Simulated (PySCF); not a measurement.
How methods differ on the ionisation energy of F⁷⁺

F⁷⁺ 1s2 → F⁸⁺ 1s1 [1s1/2^1, M_J = 1/2], as a difference of total energies. Calculation: PySCF 2.14, in an uncontracted even-tempered set (16 s from 3.1 bohr⁻², ratio 2.4; 8 p from 4 bohr⁻², ratio 2.4; 3 d from 14 bohr⁻², ratio 2.6; 3 f from 20 bohr⁻², ratio 2.6); the two-component X2C-1e Hamiltonian. Correlated levels: nothing frozen; the 30 highest virtual spinors dropped. "Screened" scales the spin-orbit matrix elements by Boettger's factors to mimic the two-electron term; Breit and QED terms are absent.

```tsv
method	ionisation energy (eV)
GHF (screened spin-orbit)	952.86
GMP2 (screened spin-orbit)	954.04
```

Task: How much does correlation contribute at GMP2 (screened spin-orbit)?

Result: 954.04 − (952.86) = 1.18 eV, measured against GHF (screened spin-orbit).

For comparison: 953.90 eV (theoretical estimate listed by NIST; NIST Atomic Spectra Database, ionization energies).
